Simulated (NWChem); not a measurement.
Molecule: iminoborane (BNH$_{2}$); SMILES B=N

```xyz
4

B      0.0001     0.6867     0.0000
N      0.0002    -0.5459     0.0000
H     -0.0002     1.8583     0.0000
H      0.0032    -1.5374     0.0000
```
Atoms are numbered in this order, from 1.

Results from NWChem. Coordinates come from a PBE0-D3(BJ)/def2-TZVP optimisation. Field at 589 nm.

For level B3LYP/def2-SVPD:

| Item | Result |
|---|---|
| isotropic polarisability (bohr³) | 22.9 |

### Question
How do the values read with level B3LYP/def2-TZVPD instead?

### Answer
The isotropic polarisability (bohr³) comes out as 23.9.
